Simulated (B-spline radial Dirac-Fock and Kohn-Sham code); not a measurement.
# Auger decay of the K hole in La⁶⁺

System: La⁶⁺ in the configuration [Kr] 4d10 5s2 5p3.

These are calculated numbers from a radial B-spline solver; the model is independent-particle rates on relativistic LDA orbitals of the hole state (multipoles up to L = 3, Coulomb Auger matrix elements, transition energies from Dirac-Fock). Kinetic energies are configuration averages from the vacuum level; the two-hole energies are estimated from single-hole states. The rates lack the Breit term, which in heavy atoms raises K-L1L1 and K-L1L2.

| transition | kinetic energy (eV) | width (meV) | share (%) |
| --- | --- | --- | --- |
| K-L1L1 | 26130.1 | 84.2 | 6.6 |
| K-L1L2 | 26518.7 | 109 | 8.5 |
| K-L2L2 | 26857.2 | 15.5 | 1.2 |
| K-L1L3 | 26932.2 | 139 | 10.8 |
| K-L2L3 | 27280.1 | 336 | 26.1 |
| K-L3L3 | 27691.4 | 160 | 12.4 |
| K-L1M1 | 31128.8 | 30.6 | 2.4 |
| K-L1M2 | 31282.7 | 21.6 | 1.7 |
| K-L1M3 | 31366.6 | 27.6 | 2.1 |
| K-L2M1 | 31504.8 | 16.4 | 1.3 |
| K-L2M2 | 31664.8 | 5.66 | 0.4 |
| K-L2M3 | 31744.2 | 56.2 | 4.4 |
| K-L3M1 | 31913.3 | 20.7 | 1.6 |
| K-L2M5 | 32033.7 | 7.52 | 0.6 |
| K-L3M2 | 32068.8 | 53.8 | 4.2 |
| K-L3M3 | 32155.0 | 54.2 | 4.2 |
| K-L1N1 | 32250.5 | 7.03 | 0.5 |
| K-L1N3 | 32329.9 | 6.07 | 0.5 |
| K-L3M4 | 32424.0 | 10.2 | 0.8 |
| K-L3M5 | 32444.2 | 8.70 | 0.7 |
| K-L2N3 | 32709.9 | 12.0 | 0.9 |
| K-L3N2 | – | 11.4 | 0.9 |
| K-L3N3 | 33118.3 | 11.6 | 0.9 |
| K-M2M3 | 36446.9 | 9.13 | 0.7 |

A dash stands for an energy that rests on an unreliable hole state.

The listed channels hold 94 % of the non-radiative rate. Summed by principal shells, of 1.28 eV in all: KLL 65.6 %, KLM 24.9 %, KLN 5.4 %, KMM 2.2 %, KMN 1.0 %, KLO 0.6 %.
